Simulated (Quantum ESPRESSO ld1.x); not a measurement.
Values are calculated unless marked as measured or tabulated.
Task: These are the eigenvalues of the occupied orbitals of an atom or ion with whole-number occupations (eV). Level of theory: scalar-relativistic Kohn-Sham, PBEsol, spin-unpolarised, spherical densities, point nucleus (ld1.x of Quantum ESPRESSO 7.5).

orbital  eigenvalue
1s         -76124.8
2s         -15099.9
2p         -13442.8
3s         -5125.64
3p         -4636.53
3d         -4110.01
4s         -2479.11
4p         -2293.53

Which element is it, and in what charge state? The configuration may be excited.

Result: Z = 76, osmium, charge +45: Os45+ in [Ar] 3d10 4s2 4p1. The list shows which subshells hold electrons but not how many an open one holds; the 1s level, -2797.5 hartree, gives Z - s = 74.8 by -(Z - s)^2/2, which with screening and relativity narrows Z to a few neighbours, and the depths of the outer levels then fix element, charge and occupations together.
